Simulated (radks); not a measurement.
Values are calculated unless marked as measured or tabulated.
Isoelectronic series with 23 electrons, each ion in its NIST ground configuration. Code: a radial shooting solver on a logarithmic mesh with Libxc functionals. Model: Dirac Kohn-Sham, PBE, spin-unpolarised, spherical densities, point nucleus; open shells fill j = l - 1/2 first. Total energies (hartree) and mean radii <r> (bohr) (* marks an orbital that is empty in some or all of the ions):

ion    configuration  E (hartree)  3d5/2*  4s1/2*   3d3/2   3p3/2
V       [Ar] 3d3 4s2   -949.02106   1.453   3.352   1.447   1.020
Ni5+        [Ar] 3d5  -1513.18470  0.7964   1.826  0.7936  0.7467
As10+       [Ar] 3d5  -2220.60534  0.5551   1.268  0.5527  0.5724
Sr15+       [Ar] 3d5  -3072.97686  0.4325  0.9822  0.4300  0.4637
Tc20+       [Ar] 3d5  -4073.32748  0.3558  0.8034  0.3532  0.3896
Cd25+       [Ar] 3d5  -5225.49112  0.3028  0.6797  0.3001  0.3358
I30+        [Ar] 3d5  -6534.12956  0.2638  0.5884  0.2608  0.2949
Ce35+       [Ar] 3d5   -8004.8375  0.2338  0.5178  0.2306  0.2627
Eu40+       [Ar] 3d5   -9644.3015  0.2099  0.4616  0.2065  0.2366
Er45+       [Ar] 3d5  -11460.5175  0.1904  0.4154  0.1868  0.2151
Ta50+       [Ar] 3d5  -13463.0848  0.1743  0.3768  0.1704  0.1970
